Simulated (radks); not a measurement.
The nuclear charge of neutral zinc is varied continuously with 30 electrons held in [Ar] 3d10 4s2. Calculated with a radial shooting solver on a logarithmic mesh with Libxc functionals: Dirac Kohn-Sham, BLYP, spin-unpolarised, spherical densities, point nucleus. By the Hellmann-Feynman theorem dE/dZ = E(electron-nucleus)/Z, the electronic potential at the nucleus.

\begin{tabular}{lrrrrr}
Z & E (hartree) & E(electron-nucleus)/Z (hartree) & HOMO & e(HOMO) (eV) & <r> HOMO (bohr) \\ \hline
29.8 & -1767.70063 & -143.131 & 4s1/2 & -4.238 & 2.780 \\
30 & -1796.45890 & -144.451 & 4s1/2 & -5.962 & 2.654 \\
30.2 & -1825.48100 & -145.769 & 4s1/2 & -7.814 & 2.545 \\
30.4 & -1854.76645 & -147.085 & 4s1/2 & -9.786 & 2.449 \\
30.6 & -1884.31486 & -148.399 & 4s1/2 & -11.872 & 2.364 \\
30.8 & -1914.12592 & -149.711 & 4s1/2 & -14.067 & 2.287 \\
31 & -1944.19935 & -151.023 & 4s1/2 & -16.367 & 2.218 \\
\end{tabular}

The central difference of E at Z = 30 is -144.451 hartree, to compare with the third column; the second derivative is -6.6 hartree.
